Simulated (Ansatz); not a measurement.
Harmonic frequencies (cm⁻¹) at PBE0-D4/def2-TZVP from Ansatz: 141, 185, 253, 490, 577, 738, 796, 883, 912, 1093, 1166, 1181, 1242, 1377, 1450, 1659, 2654, 2883, 3020, 3546, 3631.

Each molecule was computed in one conformer, which needn't be the lowest.

Problem. Which molecule is it?
A. `CB(N)Cl`
B. `NCBCl`
C. `CNBCl`
D. `[OH][Ga]([SH])[SiH2]F`

Solution. B.
